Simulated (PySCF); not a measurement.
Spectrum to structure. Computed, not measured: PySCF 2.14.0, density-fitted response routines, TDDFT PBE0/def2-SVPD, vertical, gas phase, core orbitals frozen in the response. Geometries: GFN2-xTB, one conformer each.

| state | ν̃ (cm⁻¹) | f | main configurations (H = HOMO, L = LUMO) |
| --- | --- | --- | --- |
| S1 | 48970 | 0.0001 | H→L (92%) |
| S2 | 53580 | 0.0038 | H-1→L (42%), H→L+1 (40%), H-2→L (14%) |
| S3 | 56350 | 0.0000 | H-2→L+1 (51%), H-1→L+1 (44%) |
| S4 | 57270 | 0.028 | H-1→L (50%), H-2→L (36%), H→L+1 (11%) |
| S5 | 61010 | 0.0000 | H-1→L+1 (53%), H-2→L+1 (44%) |
| S6 | 62380 | 0.043 | H→L+2 (82%), H→L+3 (14%) |
| S7 | 63410 | 0.0032 | H-1→L+2 (92%) |
| S8 | 64450 | 0.0001 | H→L+3 (41%), H-3→L (27%), H→L+2 (10%) |

Problem. Which structure fits? All have the formula C6H5F.
A. `C#C[C@]1(F)[C@@H]2C[C@@H]21`
B. `C#C[C@@H](F)C#CC`
C. `C#CC(C#C)CF`

Solution. A. Its S1 lies at 6.07 eV; the nearest of the others has S1 at 5.76 eV. S1 is HOMO→LUMO (92%). Löwdin shares by element: HOMO carbon 81% or more (atoms not listed hold the other 19%); LUMO carbon 65% or more, fluorine 9% (atoms not listed hold the other 26%). At the same level the other candidates give, for their lowest levels:
- `C#CC(C#C)CF`: 6.60 eV (f 0.002); 6.68 eV (f 0.000); 6.84 eV (f 0.010); 6.96 eV (f 0.001); 6.99 eV (f 0.003); T1 5.36 eV; HOMO -8.07, LUMO 0.35 eV
- `C#C[C@@H](F)C#CC`: 5.76 eV (f 0.005); 6.07 eV (f 0.012); 6.35 eV (f 0.030); 6.79 eV (f 0.012); 6.85 eV (f 0.012); T1 4.97 eV; HOMO -7.79, LUMO -0.42 eV
Triplets come from the Tamm–Dancoff approximation.
